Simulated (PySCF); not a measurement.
How the method changes the constants of SeO

State: ³Σ⁻ (triplet), unpaired electrons π ↑↑. Set-up: PySCF, no relativity, basis sets Se def2-SVP, O def2-SVP. De refers to Se + O in their high-spin ground configurations, without counterpoise correction. The functionals are run spin-unrestricted. A positive dipole means Se(−)O(+). Levels whose curve was spin-contaminated or gave no clean fit are not listed.

```csv
Level,Re (Å),ωe (cm⁻¹),De (eV),μ (D)
UHF,1.601,1083,1.00,-2.54
UHF-CCSD,1.649,930,3.46,n/a
PBE,1.673,880,5.18,-1.98
PBEsol,1.663,900,5.57,-1.97
revPBE,1.678,869,4.84,-1.98
r²SCAN,1.655,918,4.66,-2.03
PBE0,1.642,956,4.37,-2.15
r²SCAN0,1.633,977,4.03,-2.17
HSE06,1.644,950,4.38,-2.14
```

Question: What does a quarter of exact exchange do here, going from PBE to PBE0?

Answer: PBE0 less PBE: -3.1 pm in Re, +8.6 % in ωe, -0.81 eV in De. Exact exchange removes part of the self-interaction that spreads semilocal densities, and in most molecules shortens and stiffens the bond and lowers De; so it does here.

Question: What does the step from GGA to meta-GGA do here, going from PBE to r²SCAN?

Answer: r²SCAN less PBE: -1.8 pm in Re, +4.3 % in ωe, -0.52 eV in De. 

Question: What does a quarter of exact exchange do here, going from r²SCAN to r²SCAN0?

Answer: r²SCAN0 less r²SCAN: -2.2 pm in Re, +6.4 % in ωe, -0.63 eV in De. Exact exchange removes part of the self-interaction that spreads semilocal densities, and in most molecules shortens and stiffens the bond and lowers De; so it does here.

Correlated steps freeze 10 core orbitals. Correlated levels converge slowly with the basis: in double zeta they bind strong bonds too weakly, by up to about 1 eV, and carry superposition errors of some tenths. Spin–orbit coupling is left out. The state is the lowest determinant that a PBE0 search found; another state may lie lower at other levels.

The whole job (state search and all levels along the bond) took about 1.5 min on 1 thread of Intel Xeon 6975P-C (shared host), peak memory 0.54 GiB.
